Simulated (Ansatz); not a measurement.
One change: `[CH3][Ti]([OH])([OH])[F]` becomes `[OH][Ti]([OH])([F])[Cl]`.

Ansatz, PBE0-D4/def2-TZVP geometries, multiplicity 1. Each molecule was computed in one conformer, which needn't be the lowest.

Scalar relativity is left out up to krypton.

| property | `[CH3][Ti]([OH])([OH])[F]` |
| --- | --- |
| HOMO–LUMO gap (B3LYP/def2-TZVPP) / eV | 5.90 |
| LUMO energy (B3LYP/def2-TZVPP) / eV | -1.78 |
| LUMO energy (ωB97M-V/def2-TZVPP) / eV | 0.86 |
| ideal-gas entropy at 298 K and 1 bar (rigid rotor, harmonic PBE0-D4/def2-TZVP) / J/(mol·K) | 376 |
| HOMO–LUMO gap (ωB97M-V/def2-TZVPP) / eV | 11.14 |
| size of the dipole moment (ωB97M-V/def2-TZVPP) / D | 2.46 |

What does the change do to each property? (Best estimate.)

Ansatz gave: 
```csv
property,`[OH][Ti]([OH])([F])[Cl]`,shift
HOMO–LUMO gap (B3LYP/def2-TZVPP) / eV,6.14,0.24
LUMO energy (B3LYP/def2-TZVPP) / eV,-2.67,-0.89
LUMO energy (ωB97M-V/def2-TZVPP) / eV,-0.10,-0.96
"ideal-gas entropy at 298 K and 1 bar (rigid rotor, harmonic PBE0-D4/def2-TZVP) / J/(mol·K)",369,-7
HOMO–LUMO gap (ωB97M-V/def2-TZVPP) / eV,11.23,0.09
size of the dipole moment (ωB97M-V/def2-TZVPP) / D,3.24,0.78
```

With PBE0 the HOMO falls by 1.15 eV and the LUMO falls by 0.91 eV, so the gap widens by about 0.24 eV. PBE moves the HOMO by -1.15 eV and ωB97M-V by -1.05 eV. The zero-point energy changes by -88.2 kJ/mol with -9 modes. Dipoles are sizes alone; their direction can turn.

B3LYP here is the variant with VWN-RPA as its local correlation; programs differ in this.
